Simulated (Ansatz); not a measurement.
System: C$_{2}$H$_{6}$Cl$_{2}$Si$_{2}$, charge 0, multiplicity 1. SMILES: Cl[SiH2]C(=C)[SiH2]Cl
Coordinates optimised at B3LYP-D3(BJ)/def2-TZVP (Ansatz, a quantum-chemistry and plane-wave program):
```
C
C 1 1.3389
H 2 1.0872 1 122.45
H 2 1.0872 3 115.10 1 180.00
Si 1 1.8602 2 119.00 3 177.86
H 5 1.4745 1 111.79 2 -114.32
H 5 1.4777 6 110.80 1 -122.43
Si 1 1.8602 2 119.00 3 -2.14
H 8 1.4745 1 111.79 2 -114.32
H 8 1.4777 9 110.80 1 -122.43
Cl 5 2.0709 6 106.94 7 -118.26
Cl 8 2.0709 9 106.94 10 -118.26
```

Parts of the frozen-core correlation energy in cc-pV(T+d)Z (Ansatz, hartree). Frozen orbitals: 22; correlated occupied orbitals by spin: 18 and 18; virtual: 260 and 260. Spin-orbit coupling is left out. Non-relativistic.

```json
[
 {"term": "reference (HF)", "value": "-1576.29331"},
 {"term": "MP2 opposite-spin", "value": "-0.72371"},
 {"term": "MP2 same-spin", "value": "-0.21449"},
 {"term": "CCSD correlation", "value": "-1.01253"},
 {"term": "(T)", "value": "-0.04477"},
 {"term": "T1 diagnostic", "value": "0.010"},
 {"term": "largest doubles amplitude", "value": "0.086"}
]
```
